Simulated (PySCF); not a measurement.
C4H5Br.
Geometry (PBE0-D3(BJ)/def2-SVP, Å), atoms numbered from 1 in this order:
```
atom  x, y, z in Å
Br1    2.8009   -0.3535    0.1485
C2     0.9792   -0.3371   -0.2514
C3     0.0827   -1.2980   -0.5135
C4    -1.0319   -0.2909   -0.6904
C5     0.0236    0.8145   -0.3843
H6     0.1308   -2.3860   -0.5761
H7    -1.4667   -0.2385   -1.7020
H8    -1.8502   -0.3559    0.0454
H9     0.2330    1.5095   -1.2123
H10   -0.1517    1.3922    0.5368
```

Computed, not measured: TDDFT PBE0/def2-SVPD, vertical, gas phase, core orbitals frozen in the response (PySCF 2.14.0, density-fitted response routines). The PBE0/def2-SVPD calculation is non-relativistic and has no spin–orbit coupling, an omission that weighs most on bromine.

Ground-to-excited transition dipoles (e·a0, same axes as the geometry; the sign carries no meaning), for the states with f of 0.002 or more among the lowest 10:

```json
{"state": "S2", "E (eV)": "6.346", "μx": "1.038", "μy": "0.542", "μz": "0.265"}
{"state": "S4", "E (eV)": "6.693", "μx": "-0.059", "μy": "-0.018", "μz": "0.277"}
{"state": "S5", "E (eV)": "6.986", "μx": "0.131", "μy": "-0.080", "μz": "0.024"}
{"state": "S7", "E (eV)": "7.423", "μx": "0.045", "μy": "0.014", "μz": "-0.205"}
{"state": "S9", "E (eV)": "7.828", "μx": "0.190", "μy": "-0.124", "μz": "0.033"}
{"state": "S10", "E (eV)": "7.930", "μx": "-0.041", "μy": "0.659", "μz": "0.035"}
```

(1) What oscillator strength does each state have?

(2) Label these states by symmetry in Cs.

(3) Which bond between heavy atoms lies closest to the direction of the S2 transition dipole?

(4) What angle do the transition dipoles of S2 and S4 make?

(5) What peak molar absorption coefficient would the strongest computed level give as a lone Gaussian band 0.4 eV wide at half height?

## Answers

(1) f = (2/3) ΔE |μ|² with ΔE in hartree (27.2114 eV).

| state | \|μ\|² (au) | \|μ\| (D) | f |
| --- | --- | --- | --- |
| S2 | 1.441 | 3.05 | 0.224 |
| S4 | 0.080 | 0.72 | 0.013 |
| S5 | 0.024 | 0.39 | 0.004 |
| S7 | 0.044 | 0.53 | 0.008 |
| S9 | 0.053 | 0.58 | 0.010 |
| S10 | 0.437 | 1.68 | 0.085 |

(2) Polarised normal to the mirror plane, so A″: S4 and S7. Polarised in the mirror plane, so A′: S2, S5, S9 and S10.

(3) C4–C5 and C2–C3, at 18° from it; next Br1–C2 at 27°.

(4) |cos θ| = |μa·μb| / (|μa| |μb|) = 0.01, so θ ≈ 90° (taken between 0 and 90°, since the signs are arbitrary).

(5) ε(max) = 2.175×10⁸ f / FWHM, with the width in cm⁻¹. S2: 2.175×10⁸ × 0.2241 / 3226 ≈ 15000 L mol⁻¹ cm⁻¹.

All these states lie below the vertical ionisation energy of 9.04 eV (ΔSCF).
